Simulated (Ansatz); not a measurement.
Born–Oppenheimer molecular dynamics of Cl4H2OSn (8 atoms, charge 0, multiplicity 1). It starts at the highest image of a converged band, a first-order saddle point between two minima.

Method: RKS B3LYP-D4/def2-SVP in Ansatz.

```yaml
ensemble: NVE (velocity Verlet)
time_step: 0.5 fs
steps_asked: 200
starting_velocities_drawn_for: 100 K
seed: 9657
```

First frame:

```xyz
8
Properties=species:S:1:pos:R:3
Sn 0.098 -0.218 -0.043
O 0.074 -0.133 2.018
H -0.712 0.233 2.457
Cl 2.138 0.373 -1.003
Cl -1.258 1.698 -0.297
Cl -1.176 -1.866 -1.106
Cl 1.396 -2.323 1.334
H 0.682 -1.307 2.113
```

**Question.** How far do the bonds stretch over the last three quarters of this one trajectory? (Pairs bonded in most of those frames.)

**Answer.** 
```csv
bond,mean (Å),spread (Å),shortest,longest
Sn1–O2,1.998,0.032,1.96,2.05
Sn1–Cl4,2.336,0.008,2.32,2.35
Sn1–Cl5,2.353,0.026,2.32,2.40
Sn1–Cl6,2.337,0.011,2.32,2.35
O2–H3,0.972,0.010,0.96,0.99
Cl7–H8,1.318,0.023,1.28,1.37
```

Pairs bonded in part of these frames only: Sn1–Cl7 32 %.

Mean temperature of the second half: 201 K. The conserved energy stayed within 0.027 meV per atom of its start (net change 0.0082 meV per atom), so the integration is sound. The kinetic energy rose, since the run started high on the potential surface and went downhill. It ends in pieces (Cl3HOSn + ClH), so much of that is their flight and rotation, not heat. A run of 0.1 ps of so small a system gives no equilibrium averages. The orbitals stay closed-shell, which can raise the energy where a bond breaks towards radicals; this wasn't checked here.

Run time: 9.7 min on 4 threads of AMD EPYC 7R43 64-Core Processor (Zen 3), on a shared host, peak memory 0.4 GiB.
